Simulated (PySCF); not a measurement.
## O: excitation energy

O [He] 2s2 2p4 (3P) → O [He] 2s1 2p5, s spin flipped, as a difference of total energies. All numbers are calculated (PySCF 2.14, no relativity, point nucleus, in def2-TZVPPD (6s4p3d1f, 40 functions)). Correlated levels: valence: 1s2 frozen. The calculations carry no spin-orbit coupling.

```csv
method,excitation energy (cm⁻¹)
UHF,172280
MP2 (valence),156260
SCS-MP2 (valence),154170
```

The upper determinant mixes two multiplicities, so it lies between the two terms.

The upper state lies above the first ionisation limit, but in LS coupling its spin forbids autoionisation to the ground ion.

The coupled-cluster amplitudes are large for the upper state (T1 above 0.03 or a double amplitude above 0.15), so a single reference is strained.
